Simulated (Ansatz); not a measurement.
`[CH3][Al-]([CH3])([F])[SeH2+]`. Charge 0, multiplicity 1. Geometry: relaxed with PBE0-D4/def2-TZVP. It is one conformer, not always the lowest.

```xyz
13

C     1.239   -0.734   -1.300
Al   -0.329    0.024   -0.410
C    -0.424    1.882    0.194
F    -1.796   -0.715   -0.748
Se   -0.088   -1.209    2.018
H     2.171   -0.468   -0.792
H     1.195   -1.825   -1.371
H     1.320   -0.356   -2.325
H    -1.282    2.068    0.847
H    -0.527    2.560   -0.661
H     0.479    2.188    0.731
H    -1.483   -0.907    2.366
H    -0.475   -2.507    1.452
```

**Question.** What is the dipole moment at ωB97M-V/def2-TZVPP? (Best estimate.)

**Answer.** The calculation gave: 3.05 D, with components (0.86, -1.02, 2.75) D in this frame, pointing from negative to positive charge.

**Question.** And with PBE, r2SCAN, B3LYP? (Estimate.)

**Answer.** Computed: PBE 3.04 D, r2SCAN 3.09 D, B3LYP 3.08 D.

**Question.** Give the Mulliken charges with ωB97M-V, PBE, B3LYP in def2-TZVPP. (Estimate.)

**Answer.** The calculation gave: 
```json
{"atom": "C1", "ωB97M-V": "-0.56", "PBE": "-0.47", "B3LYP": "-0.48"}
{"atom": "Al2", "ωB97M-V": "0.67", "PBE": "0.58", "B3LYP": "0.68"}
{"atom": "C3", "ωB97M-V": "-0.56", "PBE": "-0.47", "B3LYP": "-0.48"}
{"atom": "F4", "ωB97M-V": "-0.38", "PBE": "-0.35", "B3LYP": "-0.40"}
{"atom": "Se5", "ωB97M-V": "-0.05", "PBE": "-0.01", "B3LYP": "-0.01"}
{"atom": "H6", "ωB97M-V": "0.11", "PBE": "0.09", "B3LYP": "0.08"}
{"atom": "H7", "ωB97M-V": "0.10", "PBE": "0.08", "B3LYP": "0.08"}
{"atom": "H8", "ωB97M-V": "0.11", "PBE": "0.09", "B3LYP": "0.09"}
{"atom": "H9", "ωB97M-V": "0.10", "PBE": "0.08", "B3LYP": "0.08"}
{"atom": "H10", "ωB97M-V": "0.11", "PBE": "0.09", "B3LYP": "0.09"}
{"atom": "H11", "ωB97M-V": "0.10", "PBE": "0.09", "B3LYP": "0.08"}
{"atom": "H12", "ωB97M-V": "0.12", "PBE": "0.10", "B3LYP": "0.09"}
{"atom": "H13", "ωB97M-V": "0.12", "PBE": "0.10", "B3LYP": "0.09"}
```

B3LYP here is the variant with VWN-RPA as its local correlation; programs differ in this.
